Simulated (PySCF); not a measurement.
H5AlCl2O4Si2, SMILES O([SiH](Cl)Cl)[SiH2][O][Al]([OH])[OH], singlet (PBE0/def2-SVP optimised geometry):

```
14

Si    -1.646    -0.846     0.000
Cl    -2.274     1.184     0.000
Cl    -2.374    -1.620     1.746
O     -0.029    -0.846     0.000
Si     1.306     0.170    -0.231
O      0.789     1.524    -0.979
Al    -0.619     1.915    -1.894
O     -1.136     0.624    -2.886
O     -1.100     3.516    -2.180
H     -2.278    -1.524    -1.140
H      1.850     0.482     1.117
H      2.278    -0.607    -1.042
H     -1.845     0.705    -3.526
H     -0.728     4.289    -1.755
```

Method: PySCF 2.14.0 with PBE0/def2-TZVP.

**Question.** What are the frontier orbital energies and the dipole moment?

**Answer.** HOMO-2 -9.07 eV, HOMO-1 -8.89 eV, HOMO -8.66 eV, LUMO -0.15 eV, LUMO+1 0.05 eV; dipole moment 0.53 D.

On the same geometry PBE/def2-TZVP (PySCF) gives HOMO-2 -7.43 eV, HOMO-1 -7.21 eV, HOMO -7.16 eV, LUMO -1.09 eV, LUMO+1 -0.88 eV; dipole moment 0.57 D.

Meta-Löwdin charges at PBE0/def2-TZVP: Si1 1.07, Cl2 -0.22, Cl3 -0.27, O4 -0.82, Si5 1.09, O6 -0.86, Al7 1.22, O8 -0.81, O9 -0.79, H10 -0.08, H11 -0.12, H12 -0.12, H13 0.35, H14 0.35.
